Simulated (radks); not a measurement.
Trend from Zr to Cd: ionisation energy by Delta-SCF between NIST ground configurations, and size. All-electron calculation, Dirac Kohn-Sham, BLYP, spin-unpolarised, spherical densities, point nucleus; open shells fill j = l - 1/2 first. Program: a radial shooting solver on a logarithmic mesh with Libxc functionals.

| species | configuration | IE (eV) | NIST (eV) | kind | -e(HOMO) (eV) | r at 0.001 e/bohr^3 (bohr) |
|---|---|---|---|---|---|---|
| Zr | [Kr] 4d2 5s2 | 7.047 | 6.634 | exp. | 3.467 (4d3/2) | 5.08 |
| Nb | [Kr] 4d4 5s1 | 6.641 | 6.759 | exp. | 2.939 (4d3/2) | 4.83 |
| Mo | [Kr] 4d5 5s1 | 6.914 | 7.092 | exp. | 3.490 (4d5/2) | 4.72 |
| Tc | [Kr] 4d5 5s2 | 8.105 | 7.119 | exp. | 4.941 (5s1/2) | 4.76 |
| Ru | [Kr] 4d7 5s1 | 7.355 | 7.361 | exp. | 4.232 (5s1/2) | 4.52 |
| Rh | [Kr] 4d8 5s1 | 7.541 | 7.459 | exp. | 4.313 (5s1/2) | 4.43 |
| Pd | [Kr] 4d10 | 8.890 | 8.337 | exp. | 3.859 (4d5/2) | 4.11 |
| Ag | [Kr] 4d10 5s1 | 7.873 | 7.576 | exp. | 4.455 (5s1/2) | 4.27 |
| Cd | [Kr] 4d10 5s2 | 9.320 | 8.994 | exp. | 5.650 (5s1/2) | 4.39 |

Reference values: NIST Atomic Spectra Database (exp. = measured, semi-emp. = semi-empirical, theory = theoretical value adopted there). Spin polarisation and multiplet splitting are left out, so open shells lie too high by an amount that depends on their filling.

Beside tabulated values, note that spin-unpolarised runs miss the spin-polarisation part of the exchange energy of open shells.
